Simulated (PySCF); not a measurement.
The same groups moved round the core (silole boryl). Isolated molecules, 0 K electronic values unless said otherwise. One relaxed conformer stands for each flexible species; it need not be the lowest. Strings in code marks are SMILES.

These are PySCF with r2SCAN-D4/def2-TZVP values and carry that method's errors. All candidates: neutral, multiplicity 1. Delta-SCF ions had no search for a lower state. Excitations are Tamm–Dancoff values on a coarser integration grid. The basis has no diffuse functions, so Rydberg states are missing or too high.

```
Quantity                                 Result
--------------------------------------  -------
S1 excitation (TDA)                     3.69 eV
HOMO–LUMO gap                           2.97 eV
vertical ionisation energy (Delta-SCF)  8.95 eV
```

**Question.** Identify which member has these values.
A) `BC1=CC=C[SiH2]1`
B) `BC1=C[SiH2]C=C1`
C) `B[SiH]1C=CC=C1`

**Answer.** B, `BC1=C[SiH2]C=C1`. The others give `BC1=CC=C[SiH2]1`: 3.89 eV, 3.22 eV, 9.15 eV; `B[SiH]1C=CC=C1`: 3.78 eV, 3.27 eV, 8.76 eV
